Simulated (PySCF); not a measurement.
# Levels of Mn¹⁴⁺ from EOM-EA-GCCSD

Reference: closed-shell Mn¹⁵⁺, [Ne]; one electron is added. Calculated with PySCF 2.14, two-component X2C-1e with screened spin-orbit coupling, an uncontracted even-tempered set (18 s from 0.66 bohr⁻², ratio 2.6; 12 p from 0.86 bohr⁻², ratio 2.6; 6 d from 0.88 bohr⁻², ratio 2.8; 3 f from 29 bohr⁻², ratio 2.8); frozen 1s2; the 50 highest virtual spinors dropped; of the others 44 kept and the rest restored at second order. No Breit or QED terms. Binding energies in eV.

```
level  Koopmans
3s1/2    434.42
3p1/2    402.21
3p3/2    400.03
3d3/2    355.92
3d5/2    355.64
```

(1) How does correlation move these levels?

For comparison, the ionisation energy of Mn¹⁴⁺ is 435.17 eV (semi-empirical (NIST evaluation); NIST Atomic Spectra Database, ionization energies).

Only part of the computed levels is shown.

## Answers

(1) 3s1/2: second order 435.04, EOM-CCSD 435.04; 3p1/2: second order 402.87, EOM-CCSD 402.88; 3p3/2: second order 400.68, EOM-CCSD 400.68; 3d3/2: second order 356.37, EOM-CCSD 356.37; 3d5/2: second order 356.08, EOM-CCSD 356.09.
